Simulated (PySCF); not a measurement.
**Correlation energy of Br (bromine, neutral)**

[Ar] 3d10 4s2 4p5, 2P determinant. All numbers are calculated (PySCF 2.14, the spin-free X2C one-electron Hamiltonian (Gaussian nucleus), in x2c-QZVPPall (11s8p5d4f1g, 97 functions)). Frozen: [Ar] 3d10; 7 electrons correlated.

MP2 pair energies summed by pair of shells (mhartree):

```
 pair  energy  share (%)
4p-4p  -89.35       59.8
4s-4p  -51.09       34.2
4s-4s   -8.94        6.0
```

Total MP2 correlation energy: -149.38 mhartree.

Same-spin part -31.94 and opposite-spin part -117.43 mhartree; SCS-MP2 scales them by 1/3 and 6/5 to -151.57 mhartree.
